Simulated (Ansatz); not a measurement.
Consider the formal exchange of groups at a Ge–B bond: `OC[B](Cl)[GeH3]` + `C=COC(=C)N` → `C=C(N)[O][GeH3]` + `C=CB(Cl)CO`.

Program: Ansatz. Geometries: PBE0-D4/def2-TZVP. ΔE: electronic, gas phase. CBS: MP2 limit from def2 TZ/QZ plus the TZ coupled-cluster correction, frozen cores. DFT in def2-TZVPP. B3LYP here is the variant with VWN-RPA as its local correlation; programs differ in this. For Ge outer-core shells are correlated without core-valence functions, which leaves a few kJ/mol of doubt a bond. Scalar relativity is left out up to krypton. Each species was taken in one conformer, which may not be the lowest.

`OC[B](Cl)[GeH3]`:

Z-matrix (Å, degrees):
```
C
B 1 1.562
O 1 1.415 2 116.6
H 1 1.098 2 107.8 3 119.6
H 1 1.104 2 109.0 3 -127.8
Ge 2 2.071 1 122.6 3 2.4
Cl 2 1.750 1 117.5 3 -177.2
H 3 0.961 1 108.8 2 -53.4
H 6 1.544 2 110.5 1 39.8
H 6 1.536 2 112.4 1 160.8
H 6 1.538 2 109.7 1 -78.1
```

`C=COC(=C)N`:

```xyz
13

C    -1.651    1.978    0.025
C    -1.052    0.813    0.210
O    -0.081    0.371   -0.640
C     0.675   -0.696   -0.243
C     0.884   -1.708   -1.082
N     1.139   -0.582    1.056
H    -1.373    2.635   -0.789
H    -2.448    2.277    0.690
H    -1.299    0.133    1.019
H     1.580   -2.497   -0.836
H     0.358   -1.743   -2.024
H     1.769   -1.319    1.330
H     1.499    0.335    1.284
```

`C=C(N)[O][GeH3]`:

Z-matrix (Å, degrees):
```
Ge
O 1 1.806
H 1 1.533 2 102.1
H 1 1.534 2 108.8 3 -119.2
H 1 1.537 2 110.0 3 117.6
C 2 1.348 1 118.6 3 164.0
N 6 1.396 2 112.8 1 44.3
C 6 1.334 2 121.9 1 -133.4
H 7 1.012 6 113.0 2 53.0
H 7 1.009 6 113.4 2 -179.6
H 8 1.080 6 120.0 2 5.9
H 8 1.081 6 120.9 2 -173.5
```

`C=CB(Cl)CO`:

Z-matrix (Å, degrees):
```
C
O 1 1.419
B 1 1.568 2 116.4
H 1 1.102 2 111.6 3 127.4
H 1 1.098 2 106.2 3 -119.6
H 2 0.960 1 108.5 3 -60.4
C 3 1.541 1 123.6 2 -3.2
Cl 3 1.766 1 116.0 2 176.9
C 7 1.335 3 124.0 1 173.6
H 7 1.089 3 117.8 1 -6.2
H 9 1.086 7 121.1 3 0.4
H 9 1.086 7 122.3 3 -179.6
```

```tsv
level	ΔE (kcal/mol)
PBE-D4	-24.1
r2SCAN-D4	-26.9
PBE0-D4	-25.9
B3LYP-D4	-28.0
ωB97M-V	-28.5
B2PLYP	-29.3
PBE	-23.7
CCSD(T)/def2-TZVPP	-29.4
```

Task: What does CCSD(T)/CBS give? (Best estimate.)

Result: The calculation gave: -28.9 kcal/mol. The listed levels differ from it by 4.8, 2.0, 3.0, 0.9, 0.4, -0.4, 5.2, -0.5 kcal/mol.

Largest T1 diagnostic among the species: 0.013.

From PBE to PBE0 (25 % exact exchange), in def2-TZVPP and without D4, ΔE moves by −1.9 kcal/mol. In def2-TZVPP, CCSD(T) changes the Hartree–Fock value by +3.5 kcal/mol (the triples alone add +0.3 kcal/mol) and MP2 by +1.5 kcal/mol.
